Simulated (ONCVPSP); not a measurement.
**Configuration tests for rubidium (Rb) (ONCV)**

rubidium (Rb), optimised norm-conserving Vanderbilt (ONCV), made with ONCVPSP 4.0.1 (LDA (Perdew-Wang 92), non-relativistic). Core [Ar] 3d10, reference 4s2 4p6 5s1. Waves: 4s+5s: rc 2.85 bohr, ncon 5, nbas 10, qcut 4.7 1/bohr, 2 projectors; 4p: rc 1.75 bohr, ncon 4, nbas 7, qcut 4.8 1/bohr, 1 projector; d scattering state at 0.1 Ha: rc 2.55 bohr, ncon 4, nbas 7, qcut 3.2 1/bohr, 2 projectors, debl 1.4 Ha. Local part: polynomial inside 1.45 bohr (lpopt 5, dvloc0 0 Ha). Core correction: none.

Energies are relative to the spin-unpolarised reference configuration 4s2 4p6 5s1; without spin polarisation the order of configurations can differ from experiment.

```tsv
valence configuration	charge	ΔE all-electron (eV)	error AE − PS (meV)
4s2 4p6 5s0	+1	4.199	-0.1
4s2 4p6 5s0.5	+0.5	1.630	0.0
4s2 4p6 5s0 5p1	0	1.544	+4.6
4s1 4p6 5s1	+1	36.668	-150
```

Note: no bound ghost flagged; GHOST(+) flagged for s at 73.7 eV, d at 259.8 eV.
